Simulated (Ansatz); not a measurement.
`CO[SiH2][AlH2]` + `C[SiH](N)Cl` → `C[SiH](Cl)[NH][AlH2]` + `CO[SiH3]`  (cleavage of the Al–Si bond)

Calculated with Ansatz (gas phase, PBE0-D4/def2-TZVP geometries, no zero-point term in ΔE). CCSD(T)/CBS adds triple-zeta CCSD(T) − MP2 to the extrapolated MP2 energy (def2 sets, frozen cores). DFT in def2-TZVPP. B3LYP here is the variant with VWN-RPA as its local correlation; programs differ in this. One conformer a species, not always the lowest.

```tsv
level	ΔE (kJ/mol)
B3LYP-D4	-113.3
CCSD/CBS(def2)	-115.1
```

Task: What does CCSD(T)/CBS give? (An estimate is asked.)

Result: The calculation gave: -115.4 kJ/mol. The listed levels differ from it by 2.1, 0.3 kJ/mol.

Largest T1 diagnostic among the species: 0.012.

From PBE to PBE0 (25 % exact exchange), in def2-TZVPP and without D4, ΔE moves by −4.6 kJ/mol. The D4 term adds −3.3 kJ/mol with B3LYP and −1.8 kJ/mol with PBE0; it sums over pairs of atoms, weighted by their polarisabilities, and B3LYP, whose exchange is more repulsive, gets the larger term.
